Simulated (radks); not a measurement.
Task: All-electron atom: K3+ in [He] 2s2 2p5.5 3s2 3p4 4s0.5 (fractional occupations, a model configuration). Method: non-relativistic Kohn-Sham, PBE, spin-unpolarised, spherical densities, point nucleus; computed with a radial shooting solver on a logarithmic mesh with Libxc functionals. Some entries of the table are withheld. Estimate them.

orbital,occ.,eigenvalue (eV),<1/r> (bohr^-1),<r^2> (bohr^2)
1s,2,-3577.419,18.54,0.008925
2s,2,-411.4259,3.809,(1)
2p,5.5,-342.5747,(2),(3)
3s,2,-77.8340,1.193,1.570
3p,4,-60.2389,1.096,1.793
4s,0.5,-24.6591,0.4636,9.470

Result: 
(1) 2s <r^2> (bohr^2): 0.1761
(2) 2p <1/r> (bohr^-1): 3.736
(3) 2p <r^2> (bohr^2): 0.1478
